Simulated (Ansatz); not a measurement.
```yaml
crystal:
  periodic: [false, false, false]
  atoms:
    - {symbol: B, position_ang: [-0.184023, -0.828543, -0.190752]}
    - {symbol: C, position_ang: [0.467742, 0.492169, 0.306263]}
    - {symbol: Br, position_ang: [-1.146742, 1.245585, -0.575055]}
    - {symbol: H, position_ang: [0.120779, -1.262164, -1.259975]}
    - {symbol: H, position_ang: [-0.929548, -1.417841, 0.531112]}
    - {symbol: H, position_ang: [1.323372, 0.919044, -0.207627]}
    - {symbol: H, position_ang: [0.409719, 0.783648, 1.350334]}
basis:
  gaussian: {orbitals: ANO-RCC-VTZP}
magnetization: {spin_polarized: true, initial_magnetization: 3}
hamiltonian: {xc: {name: PBE0-DH}}
accuracy: high
output: {forces: true}
```

```sh
$ ansatz run in.yaml --threads 2 --pin off --events-out ev --progress --plain --max-ram 4352MiB
```

Shortened log:

```
Error: a molecule whose nuclei and cores have a total charge of 50 cannot have a net charge of 0 together with 3 unpaired electrons
```

In this input the number of unpaired electrons doesn't fit the electron count. The input was rejected before any iteration.
